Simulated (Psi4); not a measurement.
Psi4 input (wB97X-D/6-311+G**):

```
memory 1500 MB

molecule {
-1 1
S    -0.16296500    0.52611300    2.12450300
Si   -0.02151200    0.05079400    0.19520600
S     1.76011800   -1.06679300   -0.41507700
Cl   -0.09423100    1.69119500   -1.16458300
Cl   -1.53610700   -1.18791900   -0.64246100
H     2.46247400   -0.61592000    0.63603600
symmetry c1
no_reorient
no_com
}

set {
  basis 6-311+G**
  reference rks
  scf_type df
  df_basis_scf def2-universal-jkfit
  dft_radial_points 99
  dft_spherical_points 590
  e_convergence 1e-8
  d_convergence 1e-7
  maxiter 150
}

e = energy('wb97x-d')
print_out(f'\nFINAL {e:.10f} DIPOLE {variable("CURRENT DIPOLE")[0]:.6f} {variable("CURRENT DIPOLE")[1]:.6f} {variable("CURRENT DIPOLE")[2]:.6f}\n')
```

From the output:

```
      75A      0.575471    76A      0.608357    77A      0.616465
      78A      0.633810    79A      0.653775    80A      0.660341
      81A      0.726870    82A      0.728516    83A      0.755539
      84A      0.769136    85A      0.782913    86A      0.851519
      87A      0.866303    88A      0.903449    89A      0.928368
      90A      0.944027    91A      0.957076    92A      1.021925
      93A      1.040869    94A      1.077066    95A      1.077527
      96A      1.092940    97A      1.105309    98A      1.109100
      99A      1.112219   100A      1.119813   101A      1.128145
     102A      1.154011   103A      1.182556   104A      1.202281
     105A      1.209383   106A      1.217246   107A      1.255510
     108A      1.274126   109A      1.317130   110A      1.433561
     111A      1.451404   112A      1.482540   113A      1.632142
     114A      1.667877   115A      1.675754   116A      1.687463
     117A      1.714705   118A      1.934451   119A      1.943468
     120A      1.990050   121A      1.996587   122A      2.091943
     123A      2.147480   124A      2.349908   125A      2.512462
     126A      2.520439   127A      2.543733   128A      2.566045
     129A      2.622116   130A      2.649630   131A      2.828517
     132A      5.698230   133A      8.107402   134A      8.129669
     135A      9.952768   136A     10.006026   137A     11.583513
     138A     11.591497   139A     11.617192   140A     17.592194
     141A     17.632845   142A     17.662408   143A     17.663396
     144A     17.683614   145A     17.751328   146A     26.123116
     147A     26.140603   148A     26.194766   149A     26.245598
     150A     26.401845   151A     26.548699   152A    141.198360
     153A    189.366785   154A    189.387464   155A    216.027011
     156A    216.092193

    Final Occupation by Irrep:
              A
    DOCC [    41 ]
    NA   [    41 ]
    NB   [    41 ]

  @DF-RKS Final Energy: -2007.16963036255743

   => Energetics <=

    Nuclear Repulsion Energy =            500.7791458905677473
    One-Electron Energy =               -3786.7070767952909591
    Two-Electron Energy =                1373.2660214003299188
    DFT Exchange-Correlation Energy =     -94.5057437086758938
    Empirical Dispersion Energy =          -0.0019771494879990
    VV10 Nonlocal Energy =                  0.0000000000000000
    Total Energy =                      -2007.1696303625574274

Computation Completed

Properties will be evaluated at   0.000000,   0.000000,   0.000000 [a0]

Properties computed using the SCF density matrix

 Multipole Moments:

 ------------------------------------------------------------------------------------
     Multipole            Electronic (a.u.)      Nuclear  (a.u.)        Total (a.u.)
 ------------------------------------------------------------------------------------

 L = 1.  Multiply by 2.5417464519 to convert [e a0] to [Debye]
 Dipole X            :          0.4663521            0.0000151            0.4663672
 Dipole Y            :         -0.2856757            0.0000151           -0.2856606
 Dipole Z            :         -0.8865565           -0.0000227           -0.8865792
 Magnitude           :                                                    1.0416924

 ------------------------------------------------------------------------------------

FINAL -2007.1696303626 DIPOLE 0.466367 -0.285661 -0.886579

*** Psi4 exiting successfully. Buy a developer a beer!
```

The dipole moment of an ion depends on the origin.

The geometry given is a B3LYP-D3(BJ)/def2-TZVP minimum.
